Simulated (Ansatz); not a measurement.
Consider the substitution at a C–N bond: `BNC=C` + `CNC` → `C=CN(C)C` + `BN`.

Program: Ansatz. Geometries: PBE0-D4/def2-TZVP. ΔE: electronic, gas phase. CCSD(T)/CBS is the MP2 limit (def2-TZVPP, def2-QZVPP) plus CCSD(T) − MP2 in def2-TZVPP, frozen cores. This one scheme is used for every species. Functionals use def2-TZVPP. B3LYP here is the variant with VWN-RPA as its local correlation; programs differ in this. Each species was taken in one conformer, which may not be the lowest.

CCSD(T)/CBS gives -0.18 eV.

Another level gave -0.22 eV. Which?
A. B3LYP/def2-TZVPP
B. PBE-D4/def2-TZVPP
C. HF/def2-TZVPP
D. LDA (SPW92)/def2-TZVPP

B. PBE-D4 -0.22, HF/def2-TZVPP -0.06, B3LYP -0.14, LDA (SPW92) -0.30 eV.

What do rigid-rotor, harmonic-oscillator terms from PBE0-D4/def2-TZVP frequencies (298.15 K, 1 bar) make of the CCSD(T)/CBS value? (Estimate.)

The calculation gave: ΔZPE = -0.02 eV, ΔH = -0.19 eV, ΔS = -8 J/(mol·K), ΔG = -0.17 eV.

Largest T1 diagnostic among the species: 0.013.

Leaving LDA and LC-ωPBE aside and taking each functional with its dispersion term where it has one, the values, not all of them listed here, spread over 0.05 eV, from revPBE-D4 to BHLYP-D4. LDA lies −0.12 eV from PBE without D4. In def2-TZVPP, CCSD(T) changes the Hartree–Fock value by −0.12 eV (the triples alone add −0.02 eV) and MP2 by −0.18 eV. The D4 term adds −0.06 eV with B3LYP and −0.03 eV with PBE0; it sums over pairs of atoms, weighted by their polarisabilities, and B3LYP, whose exchange is more repulsive, gets the larger term.
